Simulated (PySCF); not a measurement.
## Basis-set dependence of SnH⁺ at PBE0

PySCF, UKS reference; singlet, unpaired electrons none; De to Sn⁺ + H without counterpoise correction.

```csv
basis,relativity,functions,Re (Å),ωe (cm⁻¹),De (eV),μ (D)
cc-pVDZ-PP/cc-pVDZ,scalar-relativistic core potentials,28,1.769,1826,2.67,0.05
def2-SVPD,scalar-relativistic core potentials,40,1.771,1814,2.67,0.05
x2c-SVPall,spin-free X2C,41,1.766,1846,2.70,0.09
cc-pVTZ-PP/cc-pVTZ,scalar-relativistic core potentials,53,1.765,1830,2.69,0.04
def2-TZVPPD,scalar-relativistic core potentials,73,1.761,1828,2.70,0.04
```

(1) How does each smaller set differ from the one with most functions, def2-TZVPPD?

A positive dipole points towards H; it is taken about the centre of mass and depends on that origin. These are scalar-relativistic numbers at best; spin–orbit coupling would shift them, the dissociation energy most. For an ion De counts to the pair picked by the measured ionisation energies or electron affinities, which need not be the lowest pair at this level.

## Answers

(1) cc-pVDZ-PP/cc-pVDZ: +0.8 pm, -0.1 % in ωe, -0.03 eV in De; def2-SVPD: +1.0 pm, -0.8 % in ωe, -0.03 eV in De; x2c-SVPall: +0.5 pm, +1.0 % in ωe, +0.00 eV in De; cc-pVTZ-PP/cc-pVTZ: +0.4 pm, +0.1 % in ωe, -0.01 eV in De. All at PBE0; the set with most functions is neither the basis-set limit nor always the best. The rows treat relativity differently, so the differences are not basis effects alone.
